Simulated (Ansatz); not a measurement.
Two isomers of C3H10OSi: A = `CC(C)(O)[SiH3]`, B = `COCC[SiH3]`.

Program: Ansatz. Geometries: PBE0-D4/def2-TZVP. ΔE: electronic, gas phase. CCSD(T)/CBS is the MP2 limit (def2-TZVPP, def2-QZVPP) plus CCSD(T) − MP2 in def2-TZVPP, frozen cores. Functionals use def2-TZVPP. B3LYP here is the variant with VWN-RPA as its local correlation; programs differ in this. Each species was taken in one conformer, which may not be the lowest.

A:

Z-matrix (Å, degrees):
```
C
C 1 1.522
H 1 1.092 2 111.1
H 1 1.098 2 110.0 3 119.5
H 1 1.093 2 111.6 3 -121.3
C 2 1.522 1 110.8 3 -177.9
O 2 1.428 1 110.2 3 -55.6
Si 2 1.905 1 110.7 3 58.9
H 6 1.093 2 111.6 1 -60.9
H 6 1.097 2 110.0 1 58.3
H 6 1.092 2 111.1 1 177.8
H 7 0.964 2 108.1 1 -61.3
H 8 1.490 2 108.9 1 61.5
H 8 1.486 2 110.1 1 -179.1
H 8 1.486 2 110.1 1 -57.8
```

B:

```xyz
15

C    -2.273   -0.186   -1.365
O    -1.160   -0.814   -0.793
C    -0.298    0.099   -0.161
C     0.873   -0.649    0.429
Si    2.114    0.453    1.305
H    -1.976    0.544   -2.132
H    -2.876    0.337   -0.608
H    -2.885   -0.958   -1.831
H     0.049    0.850   -0.890
H    -0.844    0.645    0.625
H     1.392   -1.197   -0.365
H     0.507   -1.398    1.139
H     2.681    1.458    0.365
H     3.227   -0.368    1.851
H     1.467    1.184    2.430
```

**Question.** Which isomer does CCSD(T)/CBS put lower? Give the gap. (Best estimate.)

**Answer.** Ansatz gave: A, by 9.5 kcal/mol.

**Question.** Give E(B) − E(A) in kcal/mol with B3LYP-D4, PBE-D4, LDA (SPW92), B2PLYP, ωB97M-V, CCSD(T)/def2-SVP, CCSD/def2-TZVPP. (Best estimate.)

**Answer.** The calculation gave: B3LYP-D4 7.6, PBE-D4 8.2, LDA (SPW92) 9.3, B2PLYP 7.2, ωB97M-V 8.8, CCSD(T)/def2-SVP 8.4, CCSD/def2-TZVPP 8.2. None reverses the order clearly.

**Question.** Does the order hold for the free energy at 298.15 K (harmonic terms from PBE0-D4)? (An estimate is asked.)

**Answer.** The calculation gave: Yes: G(B) − G(A) = +9.6 kcal/mol, for one conformer each.

Largest T1 diagnostic: 0.010.

At CCSD(T), def2-SVP lies −1.0 kcal/mol from the extrapolated value and def2-TZVPP −0.7 kcal/mol. The D4 term adds +1.9 kcal/mol with B3LYP and +1.0 kcal/mol with PBE0; it sums over pairs of atoms, weighted by their polarisabilities, and B3LYP, whose exchange is more repulsive, gets the larger term.
